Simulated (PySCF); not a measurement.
Identify the unknown among the candidates.

All candidates are C5H9NO.

- Triplet: lowest triplet excitation (Tamm–Dancoff): 4.82 eV [TDA PBE0/def2-SVPD]
- UV, first state: lowest singlet excitation: 5.38 eV (230 nm, f = 0.004) [TDDFT PBE0/def2-SVPD]
- Polarisability: 70.7 au [PBE0/def2-SVPD]
- UV, strongest line: among the 8 lowest singlet transitions: S2 at 6.67 eV (186 nm, f = 0.121) [TDDFT PBE0/def2-SVPD]
- Dipole: 4.18 D [PBE0/def2-SVPD]
- Rotational structure: rotational constants A, B, C: 4.961, 1.932, 1.494 GHz [GFN2-xTB]

Electronic properties: PySCF, gas phase, density fitting. Levels stand in brackets. Geometry: GFN2-xTB, one conformer, isolated molecule.

Question: Which candidate is it?
A. `C=NC1(OC)CC1`
B. `CC(=O)N1C[C@@H]1C`
C. `CO[C@H]1CC=NC1`
D. `C=CC(=O)N(C)C`
E. `COC1=CCNC1`

Answer: B. It is `CC(=O)N1C[C@@H]1C`. Numbering: `[CH3:1][C:2](=[O:3])[N:4]1[CH2:5][C@@H:6]1[CH3:7]`. Its formula, C5H9NO, gives 2 degrees of unsaturation: 1 ring and 1 π bond in the structure found. The optimised geometry has point group C1 and is an asymmetric top.

The others, at the same levels:
- `C=NC1(OC)CC1` fails: its computed lowest singlet excitation is 4.95 eV (250 nm, f = 0.004) (against 5.38 eV), lowest triplet excitation (Tamm–Dancoff) is 4.12 eV (against 4.82 eV) and strongest line among the 8 lowest singlet transitions is S2 at 6.22 eV (199 nm, f = 0.173) (against S2 at 6.67 eV).
- `C=CC(=O)N(C)C` fails: its computed lowest singlet excitation is 4.61 eV (269 nm, f = 0.005) (against 5.38 eV), lowest triplet excitation (Tamm–Dancoff) is 3.84 eV (against 4.82 eV) and static isotropic polarisability is 74.4 au (against 70.7 au).
- `CO[C@H]1CC=NC1` fails: its computed lowest triplet excitation (Tamm–Dancoff) is 4.48 eV (against 4.82 eV), static isotropic polarisability is 68.1 au (against 70.7 au) and rotational constant A is 6.240 GHz (against 4.961 GHz).
- `COC1=CCNC1` fails: its computed lowest singlet excitation is 5.93 eV (209 nm, f = 0.008) (against 5.38 eV), lowest triplet excitation (Tamm–Dancoff) is 4.43 eV (against 4.82 eV) and rotational constant A is 6.594 GHz (against 4.961 GHz).

Each candidate is one conformer, not necessarily the lowest. The conformers computed, where there is a choice (atom-mapped SMILES and torsion angles):
- `[CH3:1][C:2](=[O:3])[N:4]1[CH2:5][C@@H:6]1[CH3:7]`: C1–C2–N4–C5 -145°
- `[CH2:1]=[N:2][C:3]1([O:4][CH3:5])[CH2:6][CH2:7]1`: C1–N2–C3–O4 10°, N2–C3–O4–C5 80°
- `[CH2:1]=[CH:2][C:3](=[O:4])[N:5]([CH3:6])[CH3:7]`: C1–C2–C3–O4 28°, C2–C3–N5–C6 4°

The conformers of `CO[C@H]1CC=NC1` and `COC1=CCNC1` aren't listed.
